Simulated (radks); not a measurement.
Initial-state core-level shifts of neutral holmium when its valence configuration changes from [Xe] 4f11 6s2. All-electron calculation, scalar-relativistic Kohn-Sham, r2SCAN, spin-unpolarised, spherical densities, finite nucleus; meta-GGA in the generalised Kohn-Sham scheme; Fermi nuclear charge, rms radius 5.2022 fm. Program: a radial shooting solver on a logarithmic mesh with Libxc functionals. Shifts are changes of the shell-averaged eigenvalues in eV (positive: less bound); the change of the density at the nucleus, which sets a Mossbauer isomer shift, is in e/bohr^3, on a base of 8.47e+05.

valence                1s       3p       4p       5p  density at nucleus
4f10 5d1 6s2       -6.755   -8.003   -7.540   -3.313              +42.14
4f11 6s1.5 6p0.5   -0.761   -0.742   -0.749   -0.779              -13.43
4f11 5d1 6s1       +0.467   +0.487   +0.515   +0.568              -29.65
4f11 6s1 6p1       -1.481   -1.444   -1.456   -1.511              -26.61
4f10 6s2 6p1       -9.967  -11.237  -10.802   -6.433              +55.57
4f9 6s2 6p2       -21.512  -24.451  -23.201  -13.052             +124.18
